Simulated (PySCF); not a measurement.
bromotrifluoromethane (CBrF₃), SMILES FC(F)(Br)F. Atoms are numbered in the order given.

```xyz
5

F     -1.0784    -0.6226    -1.2766
C      0.0000     0.0000    -0.8233
F      0.0000     1.2452    -1.2766
F      1.0784    -0.6226    -1.2766
Br     0.0000     0.0000     1.1260
```

The structure is a stationary point at B3LYP-D3(BJ)/def2-SVP.

These are M06-2X/def2-TZVP (PySCF) values and carry that method's errors.

ESP charges are fitted to the potential on shells at 1.4 to 2.0 van der Waals radii. Atomic charges (e):

| atom | ESP fit | Löwdin | Mulliken | IAO |
|---|---|---|---|---|
| F1 | -0.04 | 0.21 | -0.14 | -0.26 |
| C2 | 0.10 | -0.95 | 0.48 | 0.79 |
| F3 | -0.04 | 0.21 | -0.14 | -0.26 |
| F4 | -0.04 | 0.21 | -0.14 | -0.26 |
| Br5 | 0.01 | 0.32 | -0.05 | 0.00 |

Task: Give the Mayer and Wiberg (Löwdin basis) orders of the bonds. (The exact figures need the calculation; the answer reports its results.)

Result: 
| bond | Mayer | Wiberg |
|---|---|---|
| F1–C2 | 1.14 | 1.83 |
| C2–F3 | 1.14 | 1.83 |
| C2–F4 | 1.14 | 1.83 |
| C2–Br5 | 1.13 | 1.58 |
